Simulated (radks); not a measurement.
Task: Valence configurations of Ne IV (all share [He]). All-electron calculation, non-relativistic Kohn-Sham, TPSS, spin-unpolarised, spherical densities, point nucleus; meta-GGA in the generalised Kohn-Sham scheme. Program: a radial shooting solver on a logarithmic mesh with Libxc functionals. Order these by energy: 2s1 2p4; 2s2 2p3; 2s1.5 2p3.5; 2p5; 2s0.5 2p4.5.

Result: From the lowest, in eV above it: 2s2 2p3 0.000; 2s1.5 2p3.5 11.668; 2s1 2p4 23.334; 2s0.5 2p4.5 35.001; 2p5 46.672. NIST lists [He] 2s2 2p3 as the ground configuration; this level of theory agrees among the configurations tried. The energies are those of spherical spin-averaged densities, not of single terms.
